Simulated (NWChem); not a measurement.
The numbers come from NWChem runs, not from measurements. System: HISSi, charge 0, spin multiplicity 1, at a geometry optimised with B3LYP/def2-SVP with def2 effective core potentials on I. The structure started from a generated list of species. Level: G0W0@PBE0/def2-SVPD with def2 effective core potentials on I, RI basis def2-svpd-rifit, no spin-orbit coupling.

Input file:

```
start mol
memory heap 200 mb stack 700 mb global 1700 mb
geometry units angstroms nocenter noautoz
  Si    -1.300928     0.884405     0.000000
  I      0.314774    -1.050803     0.000000
  S      0.145948     2.490701     0.000000
  H     -0.805201     3.459687     0.000000
  symmetry group Cs
end
basis spherical
  * library def2-svpd
end
ecp
  I library def2-ecp
end
basis "ri basis" bse spherical
  * library def2-svpd-rifit
end
dft
  xc pbe0
  iterations 100
  direct
  tolerances tight
end
task dft energy
gw
  states alpha occ 4 vir 2
end
task dft gw
```

NWChem printed:

```
             Northwest Computational Chemistry Package (NWChem) 7.3.0
             --------------------------------------------------------

                                NWChem Input Module
                                -------------------

 Scaling coordinates for geometry "geometry" by  1.889725989
 (inverse scale =  0.529177249)

 Turning off AUTOSYM since
 SYMMETRY directive was detected!

                             Geometry "geometry" -> ""
                             -------------------------

 Output coordinates in angstroms (scale by  1.889725989 to convert to a.u.)

  No.       Tag          Charge          X              Y              Z
 ---- ---------------- ---------- -------------- -------------- --------------
    1 Si                  14.0000    -1.30092800     0.88440500     0.00000000
    2 I                   53.0000     0.31477400    -1.05080300     0.00000000
    3 S                   16.0000     0.14594800     2.49070100     0.00000000
    4 H                    1.0000    -0.80520100     3.45968700     0.00000000

 Effective nuclear repulsion energy (a.u.)     352.2421196003

            Nuclear Dipole moment (a.u.)
            ----------------------------
        X                 Y               Z
 ---------------- ---------------- ----------------
    -0.0000056692     0.0000264562     0.0000000000

      Symmetry information
      --------------------

 Group name             Cs
 Group number              2
 Group order               2
 No. of unique centers     4

      Symmetry unique atoms

     1    2    3    4


 Summary of "ao basis" -> "" (spherical)
 ------------------------------------------------------------------------------
       Tag                 Description            Shells   Functions and Types
 ---------------- ------------------------------  ------  ---------------------
 *                         def2-svpd                  on all atoms

 Summary of "ri basis" -> "" (spherical)
 ------------------------------------------------------------------------------
       Tag                 Description            Shells   Functions and Types
 ---------------- ------------------------------  ------  ---------------------
 *                      def2-svpd-rifit               on all atoms

                                 NWChem DFT Module
                                 -----------------

 Summary of "ao basis" -> "ao basis" (spherical)
 ------------------------------------------------------------------------------
       Tag                 Description            Shells   Functions and Types
 ---------------- ------------------------------  ------  ---------------------
 Si                        def2-svpd                10       24   5s3p2d
 I                         def2-svpd                13       35   5s5p3d
 S                         def2-svpd                11       27   5s4p2d
 H                         def2-svpd                 4        8   2s2p

 Summary of "ao basis" -> "ao basis" (spherical)
 ------------------------------------------------------------------------------
       Tag                 Description            Shells   Functions and Types
 ---------------- ------------------------------  ------  ---------------------
 Si                        def2-svpd                10       24   5s3p2d
 I                         def2-svpd                13       35   5s5p3d
 S                         def2-svpd                11       27   5s4p2d
 H                         def2-svpd                 4        8   2s2p
[...]
     3      0.356926  1 Si s                  4      0.298691  1 Si s
     9     -0.224951  1 Si px                71      0.222086  3 S  px
    12     -0.213251  1 Si px                 2      0.200345  1 Si s
    72      0.189749  3 S  py                33     -0.172414  2 I  px

 Vector   29  Occ=0.000000D+00  E=-1.057395D-01  Symmetry=a"
              MO Center= -1.0D+00,  8.8D-01,  4.0D-15, r^2= 3.8D+00
   Bfn.  Coefficient  Atom+Function         Bfn.  Coefficient  Atom+Function
  ----- ------------  ---------------      ----- ------------  ---------------
    14      0.620529  1 Si pz                11      0.408117  1 Si pz
    73     -0.277981  3 S  pz                 8     -0.208996  1 Si pz
    41     -0.207674  2 I  pz                38     -0.190433  2 I  pz
    70     -0.181036  3 S  pz                67     -0.098730  3 S  pz
    35      0.074682  2 I  pz                32      0.060025  2 I  pz

 Vector   30  Occ=0.000000D+00  E=-4.009974D-02  Symmetry=a'
              MO Center= -7.0D-01,  3.1D-01, -1.7D-15, r^2= 6.6D+00
   Bfn.  Coefficient  Atom+Function         Bfn.  Coefficient  Atom+Function
  ----- ------------  ---------------      ----- ------------  ---------------
     4      0.516335  1 Si s                 13     -0.445944  1 Si py
     5     -0.376709  1 Si s                 12      0.374293  1 Si px
    40     -0.304725  2 I  py                39      0.279149  2 I  px
    10     -0.277455  1 Si py                28     -0.260356  2 I  s
    27     -0.257407  2 I  s                  3      0.251059  1 Si s

 Vector   31  Occ=0.000000D+00  E=-8.157595D-03  Symmetry=a'
              MO Center= -7.1D-01,  2.0D+00,  1.7D-15, r^2= 8.4D+00
   Bfn.  Coefficient  Atom+Function         Bfn.  Coefficient  Atom+Function
  ----- ------------  ---------------      ----- ------------  ---------------
    64      0.644193  3 S  s                 75      0.440093  3 S  py
    12      0.412269  1 Si px                 4      0.379421  1 Si s
    62     -0.313010  3 S  s                 63     -0.299896  3 S  s
    13      0.231969  1 Si py                71      0.210368  3 S  px
    40     -0.206598  2 I  py                 9      0.194836  1 Si px

 center of mass
 --------------
 x =   0.07447691 y =  -0.25636070 z =   0.00000000

 moments of inertia (a.u.)
 ------------------
        1317.551423395523         229.776350874330           0.000000000000
         229.776350874330         217.709329526585           0.000000000000
           0.000000000000           0.000000000000        1535.260752922108

     Multipole analysis of the density
     ---------------------------------

     L   x y z        total         alpha         beta         nuclear
     -   - - -        -----         -----         ----         -------
     0   0 0 0     -0.000000    -28.000000    -28.000000     56.000000

     1   1 0 0     -0.451769      8.101831      8.101831    -16.655431
     1   0 1 0      0.563365    -27.518547    -27.518547     55.600459
     1   0 0 1     -0.000000     -0.000000     -0.000000      0.000000

     2   2 0 0    -39.936936    -68.463557    -68.463557     96.990177
     2   1 1 0     -3.028444     36.600347     36.600347    -76.229138
     2   1 0 1     -0.000000     -0.000000     -0.000000      0.000000
     2   0 2 0    -36.505110   -285.693101   -285.693101    534.881091
     2   0 1 1     -0.000000     -0.000000     -0.000000      0.000000
     2   0 0 2    -40.449320    -20.224660    -20.224660      0.000000

 Task  times  cpu:        3.9s     wall:        3.9s

                                NWChem Input Module
                                -------------------

                                 NWChem GW Module
                                 ----------------

                             ***********************
                             ***        GW       ***
                             ***********************

 Summary of "ri basis" -> "ri basis" (spherical)
 ------------------------------------------------------------------------------
       Tag                 Description            Shells   Functions and Types
 ---------------- ------------------------------  ------  ---------------------
 Si                     def2-svpd-rifit             24       78   9s6p6d3f
 I                      def2-svpd-rifit             34      130   10s9p8d5f2g
 S                      def2-svpd-rifit             24       78   9s6p6d3f
 H                      def2-svpd-rifit              9       23   4s3p2d

                 Memory Information
                 ------------------
          Available GA per process is          1699.9 MBs
          Available stack per process is        700.0 MBs
          Available heap per process is           0.0 MBs

          Peak memory in Initialization
              Peak GA per process is                  7.3 MBs
              Peak stack per process is               0.1 MBs
              Peak heap per process is                7.7 MBs
              Memory not in MA per process            0.0 MBs

          Peak memory in AFF Calculation
              Peak GA per process is                 36.9 MBs
              Peak stack per process is              26.1 MBs
              Peak heap per process is                0.0 MBs
              Memory not in MA per process           26.1 MBs

          Computing 2-center integrals
          Computing Inverse Cholesky factor
          Computing 3-center integrals
          Computing V_xc ...

          Computing Sigma_x
          Computing RPA polarizability
          Solving quasiparticle equations

                  Alpha Orbitals
          State     Energy (eV)     Error (eV)
          -----------------------------------
@GW        25        -10.068           0.003
@GW        26         -9.384           0.003
@GW        27         -9.022           0.003
@GW        28         -8.474           0.003
@GW        29         -0.776           0.005
@GW        30          1.025           0.004

   Applying  -1.3376 eV scissor-shift to rest of particle states

   Applying   2.1016 eV scissor-shift to rest of hole states

     GW Timing Statistics
   ------------------------
   Init.   :          0.1s
     ERIs  :          0.3s
     Distr.:          0.0s
     Vxc   :          0.5s
   Sigma_x :          0.0s
   RPA     :          0.6s
   Wmn     :          0.0s
   Sigma_c :          0.0s
   GW total:          1.5s

 Task  times  cpu:        1.5s     wall:        1.5s

 Total times  cpu:        5.4s     wall:        5.4s
```
